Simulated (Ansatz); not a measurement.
Geometry optimisation, Ansatz 0.2.0, RHF/def2-SVP.

The input (input.yaml):

```yaml
crystal:
  periodic: [false, false, false]
  atoms:
    - { symbol: Zr, position_ang: [0.458922, 0.160641, -0.113382] }
    - { symbol: Cl, position_ang: [0.268217, 0.044258, 2.358531] }
    - { symbol: Cl, position_ang: [2.737819, 0.244834, -0.63644] }
    - { symbol: Cl, position_ang: [-0.481799, 2.086213, -1.057517] }
    - { symbol: Cl, position_ang: [-0.29352, -1.813602, -1.142264] }
    - { symbol: O, position_ang: [-2.586546, -0.20509, 0.971398] }
    - { symbol: Si, position_ang: [-3.900366, -0.983377, 0.301088] }
    - { symbol: H, position_ang: [-3.614959, -2.420322, 0.08629] }
    - { symbol: H, position_ang: [-5.094194, -0.85587, 1.170919] }
    - { symbol: H, position_ang: [-4.122337, -0.319072, -0.995407] }
    - { symbol: H, position_ang: [-2.225536, -0.371413, 1.856785] }
basis:
  gaussian: { orbitals: def2-SVP }
hamiltonian:
  xc: hf
relax:
  f_tol: 0.03
  max_steps: 50
output:
  orbitals: {}
```

Command:

```bash
$ ansatz run input.yaml --threads 4 --pin off --max-ram 5120MiB --backend cpu --events-out ev --progress --plain --runs-dir out
```

Where does it end, and by what steps?

The forces met the threshold. After 11 steps the energy has fallen by 0.623 eV; H9 moved furthest, 0.67 Å. Joined: Zr1–O6 (3.25 → 2.35 Å).

| step | energy less start (eV) | largest force component (eV/Å) | accepted |
| --- | --- | --- | --- |
| 0 | 0.0000 | 1.327 | yes |
| 1 | -0.2046 | 1.119 | yes |
| 2 | -0.4178 | 1.103 | yes |
| 3 | -0.5292 | 1.233 | yes |
| 4 | -0.6032 | 0.577 | yes |
| 5 | -0.6133 | 0.201 | yes |
| 6 | -0.6167 | 0.089 | yes |
| 7 | -0.6206 | 0.041 | yes |
| 8 | -0.6215 | 0.079 | yes |
| 9 | -0.6223 | 0.051 | yes |
| 10 | -0.6230 | 0.058 | yes |
| 11 | -0.6233 | 0.019 | yes |

```xyz
11
Properties=species:S:1:pos:R:3
Zr -0.017 0.043 0.056
Cl 0.375 -0.030 2.429
Cl 2.237 0.329 -0.603
Cl -0.957 2.050 -0.792
Cl -0.501 -1.899 -1.253
O -2.164 -0.413 0.884
Si -3.636 -0.958 0.183
H -3.689 -2.424 0.282
H -4.708 -0.343 0.987
H -3.638 -0.483 -1.203
H -2.157 -0.305 1.829
```

Whether the end is a true minimum wasn't checked by a vibrational analysis.

Time of the run: 37 s on 4 threads of Arm Neoverse V1 (shared host), peak memory 0.52 GiB.
